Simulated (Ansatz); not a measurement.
System: CH3AlCl, charge 1, singlet. CH3AlCl+ (SMILES [CH3][Al+][Cl]).
B3LYP-D3(BJ)/def2-TZVP minimum from Ansatz (a program for electronic structure):
```
C
H 1 1.0919
H 1 1.0919 2 109.79
H 1 1.0919 2 109.79 3 120.79
Al 1 1.9109 2 109.15 3 -119.61
Cl 5 2.0175 3 155.55 1 180.00
```
Charge +1, spin multiplicity 1.

Total energies in cc-pV(T+d)Z, 16 correlated electrons, 11 frozen orbitals. UHF or UKS for unpaired electrons; spin-orbit terms are left out. Correlated methods leave the cores frozen. No relativity. The spin of CH3AlCl+ ([CH3][Al+][Cl], singlet) was assumed, and the state is the lowest solution found for it.

```csv
method,program,energy (Eh),minus CCSDT(Q) (mEh)
HF,Ansatz,-740.88763,470.39
MP2,Ansatz,-741.30360,54.42
CCSD,Ansatz,-741.33777,20.25
CCSD(T),Ansatz,-741.35615,1.87
CCSDT(Q),Ansatz,-741.35802,0.00
```

Rough core times of Ansatz's runs on a shared machine: CCSD(T) under 20 s, CCSDT(Q) 80 min.
